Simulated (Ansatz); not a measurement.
Frontier orbitals of CH$_{4}$ClFGeO (`C[O][GeH]([F])[Cl]`).

Charge 0, multiplicity 1. Correlated methods include outer-core shells of Ge, which these sets cover unevenly. Scalar relativity is left out up to krypton. All single points use the PBE0-D4/def2-TZVP geometry. It is one conformer, not always the lowest. Basis def2-TZVPP, the Gaussian-basis code of Ansatz.

```json
{"functional": "LDA (SPW92)", "HOMO (eV)": "-7.21", "LUMO (eV)": "-1.66", "gap (eV)": "5.55"}
{"functional": "PBE", "HOMO (eV)": "-7.08", "LUMO (eV)": "-1.37", "gap (eV)": "5.71"}
{"functional": "revPBE", "HOMO (eV)": "-7.02", "LUMO (eV)": "-1.25", "gap (eV)": "5.77"}
{"functional": "r2SCAN", "HOMO (eV)": "-7.44", "LUMO (eV)": "-1.02", "gap (eV)": "6.42"}
{"functional": "PBE0", "HOMO (eV)": "-8.69", "LUMO (eV)": "-0.31", "gap (eV)": "8.38"}
{"functional": "B3LYP", "HOMO (eV)": "-8.45", "LUMO (eV)": "-0.67", "gap (eV)": "7.78"}
{"functional": "r2SCANh", "HOMO (eV)": "-8.04", "LUMO (eV)": "-0.65", "gap (eV)": "7.39"}
{"functional": "r2SCAN0", "HOMO (eV)": "-8.95", "LUMO (eV)": "-0.10", "gap (eV)": "8.85"}
{"functional": "HSE06 (plane-wave form)", "HOMO (eV)": "-8.29", "LUMO (eV)": "-0.68", "gap (eV)": "7.61"}
{"functional": "CAM-B3LYP", "HOMO (eV)": "-10.15", "LUMO (eV)": "0.72", "gap (eV)": "10.87"}
{"functional": "ωB97X-V", "HOMO (eV)": "-11.17", "LUMO (eV)": "1.94", "gap (eV)": "13.11"}
{"functional": "ωB97M-V", "HOMO (eV)": "-11.08", "LUMO (eV)": "1.73", "gap (eV)": "12.81"}
```

A quarter of exact exchange (PBE0) shifts PBE's HOMO by −1.62 eV and its LUMO by +1.06 eV; full exchange at long range (ωB97M-V) shifts them by −4.01 and +3.10 eV. The gap opens from 5.71 to 12.81 eV, since occupied levels lose self-interaction and empty ones feel all the electrons. A positive LUMO is unbound and depends on the basis.

B3LYP here is the variant with VWN-RPA as its local correlation; programs differ in this.
